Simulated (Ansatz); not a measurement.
**Worked example: vertical ionisation energy of HOI (SMILES OI)**

The species is HOI (3 atoms), meant as a singlet with charge 0. As SMILES, `OI`. Geometry: relaxed at PBE0-D4/def2-TZVP.

| atom | x (Å) | y (Å) | z (Å) |
| --- | --- | --- | --- |
| O | -0.3762 | -0.4676 | -0.2534 |
| I | 1.2471 | 0.1302 | 0.6970 |
| H | -0.8709 | 0.3375 | -0.4436 |

Both states at this one shape; open shells run unrestricted unless said. 1 Eh = 27.2114 eV.

```tsv
level	program	singlet HOI (Eh)	doublet HOI+ (Eh)
BHLYP/STO-3G	Ansatz	-6927.723351	-6927.439971
HSE06/STO-3G	Ansatz	-6927.224918	-6926.950595
MP2/STO-3G, 19 core orbitals frozen	Ansatz	-6925.106746	-6924.842354
```

Problem. Work out the vertical ionisation energy at each level.

Solution. 
1. BHLYP/STO-3G: -6927.439971 − (-6927.723351) = 0.283380 Eh = 7.71 eV.
2. HSE06/STO-3G: -6926.950595 − (-6927.224918) = 0.274323 Eh = 7.46 eV.
3. MP2/STO-3G: -6924.842354 − (-6925.106746) = 0.264392 Eh = 7.19 eV.

No measured value is set beside it here; the levels span 7.19 to 7.71 eV. Spin-orbit coupling, which splits open shells on such heavy atoms by tenths of an eV, is left out. Minimal sets are far from the basis-set limit. All-electron rows are non-relativistic unless named.
